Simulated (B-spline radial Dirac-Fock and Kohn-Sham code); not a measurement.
**X-ray lines that fill the L2 vacancy in Sb**

System: neutral antimony, [Kr] 4d10 5s2 5p3.

Calculated with a radial atomic solver, using independent-particle rates on relativistic LDA orbitals of the hole state (multipoles up to L = 3, Coulomb Auger matrix elements, transition energies from Dirac-Fock).

| line | multipole | energy (eV) | rate (s⁻¹) | share (%) | tabulated share (%) |
| --- | --- | --- | --- | --- | --- |
| Lη | E1 | 3434.1 | 7.13e+12 | 2.31 | 2.45 |
| L2-M3 | E2 | 3613.3 | 9.64e+10 | 0.0313 | – |
| Lβ1 | E1 | 3844.6 | 2.65e+14 | 85.9 | 85.9 |
| Lγ5 | E1 | 4219.9 | 1.54e+12 | 0.498 | 0.512 |
| Lγ1 | E1 | 4349.8 | 3.47e+13 | 11.2 | 11.0 |
| L2-O1 | E1 | 4374.2 | 2.05e+11 | 0.0663 | – |

The listed lines hold 100.0 % of the radiative rate. The radiative width is 0.203 eV in the length form and 0.207 eV in the velocity form; the two differ because the transition energies are not eigenvalue differences of the potential that gave the orbitals. Tabulated shares: Scofield radiative rates as tabulated in xraylib 4.2.
